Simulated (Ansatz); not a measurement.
Z-matrix (Å, degrees):
```
Si
N 1 1.714
Cl 1 2.062 2 113.0
H 1 1.477 2 108.3 3 118.2
H 1 1.479 2 109.4 3 -118.0
Si 2 1.736 1 127.7 3 -85.5
H 2 1.012 1 115.5 3 80.0
H 6 1.493 2 109.1 1 -145.4
H 6 1.490 2 106.5 1 -25.4
```

Total charge 0; spin multiplicity 2.

List the PBE/def2-TZVPP orbital energies in eV (the Gaussian-basis code of Ansatz). (An estimate is asked.)

The calculation gave: α occupied: -2738.82, -1780.80, -1780.14, -380.79, -249.41, -190.09, -189.94, -189.93, -138.42, -137.82, -95.20, -95.15, -95.11, -94.62, -94.55, -94.51, -21.68, -20.37, -13.79, -13.48, -11.24, -9.97, -9.62, -9.13, -8.59, -8.04, -7.56, -7.49, -4.70. α empty: -1.01, -0.23, 0.18, 0.49, 0.66, 0.93, 1.19, 1.78. β occupied: -2738.82, -1780.80, -1780.07, -380.73, -249.41, -190.09, -189.94, -189.93, -138.42, -137.74, -95.20, -95.15, -95.11, -94.49, -94.45, -94.42, -21.56, -20.36, -13.71, -13.29, -11.12, -9.86, -9.56, -9.10, -8.39, -7.95, -7.51, -7.28. β empty: -3.09, -0.82, -0.16, 0.41, 0.66, 1.00, 1.11, 1.27. ⟨S²⟩ = 0.752.
